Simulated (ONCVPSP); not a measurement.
**mercury: excitation energies, all-electron against ONCV**

- Element: Hg
- Generator: ONCVPSP 4.0.1
- Type: optimised norm-conserving Vanderbilt (ONCV)
- Functional: LDA (Perdew-Zunger)
- Relativity: non-relativistic
- Frozen core: [Xe] 4f14
- Valence charge: 12
- Reference configuration: 5d10 6s2
- Partial waves: 6s: rc 2.65 bohr, ncon 4, nbas 7, qcut 2.6 1/bohr, 2 projectors, debl 0.4 Ha; p scattering state at 0.33 Ha: rc 2.15 bohr, ncon 3, nbas 6, qcut 3.1 1/bohr, 2 projectors, debl 3 Ha; 5d: rc 2.20 bohr, ncon 4, nbas 9, qcut 7 1/bohr, 2 projectors, debl 3.2 Ha
- Local potential: polynomial inside 2.10 bohr (lpopt 5, dvloc0 1 Ha)
- Core correction: Teter function, fcfact 4.75, rcfact 1.5

Energies are relative to the spin-unpolarised reference configuration 5d10 6s2; without spin polarisation the order of configurations can differ from experiment.

| valence configuration | charge | ΔE all-electron (eV) | error AE − PS (meV) |
| --- | --- | --- | --- |
| 5d10 6s1 | +1 | 9.020 | -4.0 |
| 5d10 6s0 | +2 | 25.403 | -25 |

Problem. What are ΔE and the potential's error for 5d9 6s0?

Solution. ΔE = 62.135 eV all-electron; the error (AE − PS) is -66 meV.

Problem. What are ΔE and the potential's error for 5d8 6s0?

Solution. ΔE = 113.314 eV all-electron; the error (AE − PS) is -299 meV.

Note: no bound ghost flagged; GHOST(+) flagged for s at 40.1 eV, p at 122.7 eV.
